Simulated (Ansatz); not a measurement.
`C=N/C([SiH3])=C\F` and `F/C=C(\[SiH3])CF` differ in one atom or group (the configuration at the double bond changes too).

Ansatz, PBE0-D4/def2-TZVP geometries, multiplicity 1. Each molecule was computed in one conformer, which needn't be the lowest.

| property | `C=N/C([SiH3])=C\F` |
| --- | --- |
| size of the dipole moment (PBE/def2-TZVPP) / D | 1.24 |
| HOMO energy (PBE0/def2-TZVPP) / eV | -6.93 |
| HOMO energy (PBE/def2-TZVPP) / eV | -5.70 |
| HOMO–LUMO gap (PBE/def2-TZVPP) / eV | 3.64 |
| LUMO energy (PBE0/def2-TZVPP) / eV | -0.99 |
| LUMO energy (B3LYP/def2-TZVPP) / eV | -1.24 |

Question: Give the same properties after the change, and the shifts. (Best estimate.)

Answer: Computed: 
```
                                      property  `F/C=C(\[SiH3])CF`  shift
size of the dipole moment (PBE/def2-TZVPP) / D                1.07  -0.17
            HOMO energy (PBE0/def2-TZVPP) / eV               -7.63  -0.70
             HOMO energy (PBE/def2-TZVPP) / eV               -6.40  -0.70
           HOMO–LUMO gap (PBE/def2-TZVPP) / eV                5.01   1.37
            LUMO energy (PBE0/def2-TZVPP) / eV               -0.44   0.55
           LUMO energy (B3LYP/def2-TZVPP) / eV               -0.67   0.57
```

With PBE0 the HOMO falls by 0.70 eV and the LUMO rises by 0.55 eV, so the gap widens by about 1.25 eV. PBE moves the HOMO by -0.70 eV and ωB97M-V by -0.71 eV. Dipoles are sizes alone; their direction can turn.

B3LYP here is the variant with VWN-RPA as its local correlation; programs differ in this.
